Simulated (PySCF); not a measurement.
## How methods differ on the excitation energy of Co⁺

Co⁺ [Ar] 3d8 (3F) → Co⁺ [Ar] 3d7 4p1 (high-spin determinant), as a difference of total energies. Calculation: PySCF 2.14, in aug-cc-pVTZ-DK; scalar relativity by spin-free X2C-1e. Correlated levels: valence: [Ar] frozen. The calculations carry no spin-orbit coupling.

```json
{"method": "UHF", "excitation energy (eV)": "3.437"}
{"method": "LDA", "excitation energy (eV)": "6.204"}
{"method": "PBE", "excitation energy (eV)": "5.856"}
{"method": "PBE0", "excitation energy (eV)": "5.449"}
{"method": "r2SCAN", "excitation energy (eV)": "5.492"}
{"method": "LC-wPBE", "excitation energy (eV)": "6.001"}
{"method": "r2SCANh", "excitation energy (eV)": "5.382"}
{"method": "B3LYP", "excitation energy (eV)": "5.680"}
{"method": "HSE06", "excitation energy (eV)": "5.434"}
{"method": "MP2 (valence)", "excitation energy (eV)": "5.772"}
{"method": "SCS-MP2 (valence)", "excitation energy (eV)": "5.817"}
```

Problem. How much does correlation contribute at MP2 (valence)?

Solution. 5.772 − (3.437) = 2.335 eV, measured against UHF.

A first-order spin-orbit estimate (lowest level to lowest level, LS coupling) adds 0.013 eV.

The determinant of the upper state mixes LS terms, which raises its energy above the lowest term, most at the Hartree-Fock and MP2 levels.
